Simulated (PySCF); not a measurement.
Cl₂Mg, charge +1, doublet, at a GFN2-xTB geometry (such geometries of metal compounds can be far from the true shape) (a state made from the parent by changing its charge; the spin is typed, not shown lowest). Base run: B3LYP/3-21G (PySCF).

Input for PySCF:
```python
from pyscf import gto, scf, dft

mol = gto.M(
    atom='''
Mg    0.00000000    0.00000000    0.00000000
Cl   -0.00000000   -0.00000000   -2.17107165
Cl    0.00000000    0.00000000    2.17107165
''',
    basis='3-21g',
    charge=1,
    spin=1,
    verbose=4,
)

mf = dft.UKS(mol)
mf.xc = 'b3lyp'
mf.kernel()
mf.analyze()
```

Each row names what was changed in the base input (with any setting that the change needs).

```csv
change,ΔE vs base (µEh),grid points,electrons on the grid
base,0.0,56344,44.99999
"grids.atom_grid = (150, 974)",-3.5,219456,45.00000
grids.level = 2,-15.7,35024,45.00003
"grids.atom_grid = (99, 590)",-5.4,88784,45.00000
grids.radi_method = gauss_chebyshev,-0.7,54592,44.99999
"grids.atom_grid = (30, 110)",979,7272,45.00003
grids.prune = dft.gen_grid.sg1_prune,85.5,19160,44.99988
"grids.atom_grid = (75, 302)",-16.0,40560,45.00003
grids.level = 4,-5.5,85344,45.00000
grids.level = 5,-4.7,127744,45.00000
grids.level = 7,-4.0,253536,45.00000
```

Open shells are given as the SCF converged; they aren't shown to be the lowest states, and a large step between rows can be another state.
